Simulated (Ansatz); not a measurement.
CH₃ClMoS₂ (`[CH3][Mo](=[S])(=[S])[Cl]`), relaxed with RKS PBE0-D4/def2-TZVP in Ansatz 0.2.0 from a PBE-D4/def2-SVP geometry. The force threshold is 0.005 eV/Å; the program also tests the step.

Total charge 0; spin multiplicity 1. Mo: def2 effective core potential.

Start:

```xyz
8

C     0.493    0.411    0.945
Mo   -0.412   -0.335   -0.782
S     1.063   -0.116   -2.287
S    -0.701   -2.394   -0.377
Cl   -2.335    0.770   -1.244
H     1.428   -0.117    1.218
H     0.711    1.485    0.762
H    -0.247    0.297    1.766
```

```tsv
step	energy (eV)	largest force (eV/Å)	largest move (Å)
1	-37127.7896	0.912	0.000
2	-37127.8288	0.606	0.048
3	-37127.8431	0.057	0.018
4	-37127.8433	0.018	0.005
5	-37127.8433	0.004	0.002
```

End:

```xyz
8

C     0.488    0.408    0.939
Mo   -0.409   -0.338   -0.783
S     1.052   -0.122   -2.258
S    -0.696   -2.365   -0.374
Cl   -2.304    0.765   -1.229
H     1.413   -0.107    1.196
H     0.693    1.468    0.758
H    -0.237    0.289    1.751
```

Hardware: 4 threads of an Arm Neoverse V2 on a shared host. Wall time 29 s, peak host memory 0.65 GiB.
